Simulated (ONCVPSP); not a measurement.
## Which change was made? (Ag, ONCV)

ONCVPSP 4.0.1 input, shortened (lines: element, Z, core and valence counts, functional; n l f; lmax; l rc ep ncon nbas qcut; lloc lpopt rc5 dvloc0; l nproj debl; icmod fcfact rcfact), PBEsol, scalar-relativistic:

```
  Ag 47.00    6    5  -116133      upf
    1    0    2.00
    2    0    2.00
    2    1    6.00
    3    0    2.00
    3    1    6.00
    3    2   10.00
    4    0    2.00
    4    1    6.00
    4    2   10.00
    5    0    0.50
    5    1    0.50
    3
    0    1.20    0.00    4    8    8.20
    1    1.65    0.00    3    7    7.40
    2    1.20    0.00    3    8   15.60
    3    1.60    0.11    4    9    6.70
    2    5    1.20    0.00
    0    3    3.70
    1    2    3.80
    2    0    0.90
    3    2    2.20
    2    0.25    0.95
```

Cutoffs, loose and tight: the cutoffs (Ha) at which the residual kinetic energy of the hardest occupied pseudo-wave falls to 1 and 0.1 mHa per electron. They do not see the model core or the augmentation charge, which bear on the density cutoff. Test errors are all-electron minus pseudo excitation energies from the reference, over the configurations 4s2 4p6 4d10 5s1 5p0; 4s2 4p6 4d10 5s0 5p0; 4s2 4p6 4d9 5s0 5p0; 4s1 4p6 4d10 5s1 5p0; variants that change the core or the reference have their own tests. The largest error is taken over the tests solved by every variant that gives reliable tests at all, those not shown here included: 4s1 4p6 4d10 5s1 5p0; 4s2 4p6 4d10 5s0 5p0; 4s2 4p6 4d10 5s1 5p0.

The base gives: outcome: generated; cutoff, loose: 35 Ha; cutoff, tight: 100 Ha; bound ghosts: none; GHOST(+) flags above zero: s; largest test error (meV): -72.

Task: After one change the result is: outcome: generated, projector energies reset by the program; cutoff, loose: 36 Ha; cutoff, tight: 100 Ha; bound ghosts: none; GHOST(+) flags above zero: s; largest test error (meV): +3.6. Which change was it?
A. core [Ar] 3d10 4s2, valence charge 17; reference 4p6 4d10; waves now s scattering state at 0.09 Ha: rc 1.60 bohr, ncon 4, nbas 7, qcut 4.6 1/bohr, 2 projectors, debl 1.4 Ha; 4p: rc 1.20 bohr, ncon 3, nbas 6, qcut 9.8 1/bohr, 1 projector; 4d: rc 1.45 bohr, ncon 3, nbas 7, qcut 10 1/bohr, 3 projectors, debl 1.6 Ha; f scattering state at 0.04 Ha: rc 1.15 bohr, ncon 4, nbas 8, qcut 9.8 1/bohr, 2 projectors, debl 3.3 Ha; local potential polynomial inside 0.75 bohr (lpopt 5, dvloc0 0 Ha)
B. reference 4s2 4p6 4d9; waves 4s: rc 1.20 bohr, ncon 4, nbas 8, qcut 8.2 1/bohr, 3 projectors, debl 3.7 Ha; 4p: rc 1.65 bohr, ncon 3, nbas 7, qcut 7.4 1/bohr, 2 projectors, debl 3.8 Ha
C. d: nproj 1; f: rc 1.2, qcut 8.9, nproj 0; local potential the f channel

Result: B. The others give: d: nproj 1; f: rc 1.2, qcut 8.9, nproj 0; local potential the f channel → outcome: generated; cutoff, loose: 35 Ha; cutoff, tight: 100 Ha; bound ghosts: s; GHOST(+) flags above zero: none; largest test error (meV): -73 | core [Ar] 3d10 4s2, valence charge 17; reference 4p6 4d10; waves now s scattering state at 0.09 Ha: rc 1.60 bohr, ncon 4, nbas 7, qcut 4.6 1/bohr, 2 projectors, debl 1.4 Ha; 4p: rc 1.20 bohr, ncon 3, nbas 6, qcut 9.8 1/bohr, 1 projector; 4d: rc 1.45 bohr, ncon 3, nbas 7, qcut 10 1/bohr, 3 projectors, debl 1.6 Ha; f scattering state at 0.04 Ha: rc 1.15 bohr, ncon 4, nbas 8, qcut 9.8 1/bohr, 2 projectors, debl 3.3 Ha; local potential polynomial inside 0.75 bohr (lpopt 5, dvloc0 0 Ha) → outcome: failed: optimize: ERROR ps0norm > uunorm, code will stop.
